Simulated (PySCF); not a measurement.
Si(Br)2(Me)(NH2) (CH5Br2NSi), SMILES C[Si](N)(Br)Br.

Geometry: PBE0-D3(BJ)/def2-SVP. The geometry has at least one imaginary mode, so it is a saddle point at that level. The structure was generated by enumeration, and PubChem lists no compound with its InChIKey, so it may never have been made. Other conformers were not sampled.

All values below come from PBE0/def2-TZVP run with PySCF.

Symmetry labels are those of the subgroup Cs that the program uses (full group Cs).

**Question.** List the valence orbital energies around the gap with their symmetry. (The exact figures need the calculation; the answer reports its results.)

**Answer.** 
```json
[
 {"orbital": "HOMO−7", "symmetry": "A'", "energy (eV)": "-11.24"},
 {"orbital": "HOMO−6", "symmetry": "A'", "energy (eV)": "-10.49"},
 {"orbital": "HOMO−5", "symmetry": "A\"", "energy (eV)": "-10.24"},
 {"orbital": "HOMO−4", "symmetry": "A'", "energy (eV)": "-9.06"},
 {"orbital": "HOMO−3", "symmetry": "A\"", "energy (eV)": "-8.54"},
 {"orbital": "HOMO−2", "symmetry": "A'", "energy (eV)": "-8.46"},
 {"orbital": "HOMO−1", "symmetry": "A\"", "energy (eV)": "-8.29"},
 {"orbital": "HOMO", "symmetry": "A'", "energy (eV)": "-7.92"},
 {"orbital": "LUMO", "symmetry": "A'", "energy (eV)": "0.14"},
 {"orbital": "LUMO+1", "symmetry": "A'", "energy (eV)": "0.70"},
 {"orbital": "LUMO+2", "symmetry": "A\"", "energy (eV)": "0.75"},
 {"orbital": "LUMO+3", "symmetry": "A'", "energy (eV)": "1.61"}
]
```
